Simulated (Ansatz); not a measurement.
Reaction (redistribution): `O[Si]1(Cl)CO1` + `C[B](C)[SnH3]` → `O[Si]1([SnH3])CO1` + `CB(C)Cl`

Computed with Ansatz on PBE0-D4/def2-TZVP structures; ΔE is electronic, products minus reactants. CCSD(T)/CBS adds triple-zeta CCSD(T) − MP2 to the extrapolated MP2 energy (def2 sets, frozen cores). DFT in def2-TZVPP. Elements past krypton have def2 core potentials. For Sn outer-core shells are correlated without core-valence functions, which leaves a few kJ/mol of doubt a bond. One conformer a species, not always the lowest.

Problem. Is it downhill or uphill in electronic energy at CCSD(T)/CBS, and by how much? (An estimate is asked.)

Solution. Ansatz gave: Downhill: ΔE = -7.3 kcal/mol.

Problem. What do these levels give: ωB97X-V, PBE, r2SCAN, PBE0, SCS-MP2/def2-TZVPP, HF/def2-QZVPP? (Estimate.)

Solution. Computed: ωB97X-V -8.3, PBE -10.6, r2SCAN -8.7, PBE0 -9.5, SCS-MP2/def2-TZVPP -7.0, HF/def2-QZVPP -6.5 kcal/mol.

Largest T1 diagnostic among the species: 0.014.

From PBE to PBE0 (25 % exact exchange), in def2-TZVPP and without D4, ΔE moves by +1.0 kcal/mol.
